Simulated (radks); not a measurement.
Problem. The ruthenium ion Ru3+, configuration [Kr] 4d5. Calculated with a radial shooting solver on a logarithmic mesh with Libxc functionals: scalar-relativistic Kohn-Sham, PBEsol, spin-unpolarised, spherical densities, point nucleus. Some entries of the table are withheld. Estimate them.

orbital  occ.  eigenvalue (Ry)  <1/r> (bohr^-1)
1s          2        -1614.033            45.86
2s          2        -234.3278            10.36
2p          6        -210.1801              (1)
3s          2        -43.39314            3.593
3p          6        -35.45947            3.422
3d         10        -22.68610            3.195
4s          2         -8.15726            1.356
4p          6         -5.92863              (2)
4d          5         -2.74398           0.9190
5s          0         -2.10336           0.5153
5p          0         -1.60524           0.4397

Solution. 
(1) 2p <1/r> (bohr^-1): 10.05
(2) 4p <1/r> (bohr^-1): 1.217
